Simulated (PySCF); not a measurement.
Species: CH3NSe.
Bonds: N1–C2, C2–Se3 (double). Hydrogens: H4, H5 on N1; H6 on C2.

Computed with MP2 and CCSD/aug-cc-pVDZ in PySCF, restricted Hartree–Fock reference, 11 core orbitals frozen, non-relativistic, gas phase, PBE0-D3(BJ)/def2-SVP geometry.

E(HF) = -2493.88245 Eh.

(1) How large is the problem?

(2) What are the MP2 and CCSD correlation energies?

(3) What is the T1 diagnostic?

(4) How does correlation change the dipole moment?

## Answers

(1) 109 basis functions and 50 electrons; 11 orbitals frozen, which leaves o = 14 correlated occupied and v = 84 virtual orbitals. That is o·v = 1176 singles and o·v(o·v + 1)/2 = 692076 distinct closed-shell doubles amplitudes before symmetry; the costliest CCSD step grows as o²v⁴ = 9.8 × 10^9.

(2) MP2 -0.4588 Eh and CCSD -0.4831 Eh, which gives totals of -2494.34123 and -2494.36557 Eh. That is 0.470 eV for each correlated electron at CCSD (1268 kJ/mol in all, 0.019 % of the total energy); MP2 gives 95.0 % of the CCSD value.

(3) 0.0178, below the customary warning level of 0.02. It is the norm of the spatial-orbital singles amplitudes over the root of the number of correlated electrons, so the norm is 0.094.

(4) HF gives 5.22 D and CCSD (unrelaxed density) 4.50 D, a change of -0.72 D.

No triples correction and no basis-set extrapolation were made.

Conformer computed: `[NH2:1][CH:2]=[Se:3]`: H–N1–C2–Se3 180°, H–N1–C2–Se3 0°.
